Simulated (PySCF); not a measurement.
Species: C2H6OSSi.
InChI=1S/C2H6OSSi/c3-4-1-5-2-4/h1-2,5H2

The closed-shell ground state was solved at several levels (PySCF, density fitting, gas phase, non-relativistic). The structure is a single PBE0-D3(BJ)/def2-SVP conformer in the gas phase; no vibrational or solvent corrections.

| level | basis functions | HOMO (eV) | LUMO (eV) | gap (eV) | dipole (D) |
| --- | --- | --- | --- | --- | --- |
| LC-wPBE/pcSseg-2 | 278 | -9.27 | 1.35 | 10.62 | 4.07 |
| PBE0/6-31G | 65 | -6.28 | -0.39 | 5.89 | 4.28 |
| PBE0/cc-pVTZ | 242 | -6.57 | -0.52 | 6.05 | 3.60 |
| BHandHLYP/pcSseg-2 | 278 | -7.85 | 0.07 | 7.92 | 4.19 |
| wB97X-D/def2-SVPD | 162 | -8.52 | 1.04 | 9.56 | 4.01 |
| PBE0/cc-pVDZ | 108 | -6.34 | -0.24 | 6.10 | 3.51 |
| PBE0/def2-SVPD | 162 | -6.70 | -0.66 | 6.04 | 3.88 |

What might OPBE/pcSseg-2 (278 basis functions) give for the same quantities?

HOMO -5.38 eV, LUMO -1.42 eV, gap 3.96 eV, dipole 3.43 D.

Over all these levels, which gives the widest orbital gap and which the narrowest?

LC-wPBE/pcSseg-2 (range-separated hybrid) has the widest, 10.62 eV, and OPBE/pcSseg-2 (GGA) the narrowest, 3.96 eV. The two share the basis. From the narrowest to the widest the HOMO moves by -3.89 eV and the LUMO by +2.77 eV.

How much does the basis alone move the frontier levels among the 4 PBE0 rows?

The HOMO by 0.42 eV and the LUMO by 0.42 eV. By rising basis size (HOMO, LUMO in eV): 6-31G -6.28, -0.39; cc-pVDZ -6.34, -0.24; def2-SVPD -6.70, -0.66; cc-pVTZ -6.57, -0.52.

How far do the dipole and the HOMO energy spread over the levels?

The dipole runs from 3.43 to 4.28 D (mean 3.87 D) and the HOMO from -9.27 to -5.38 eV.
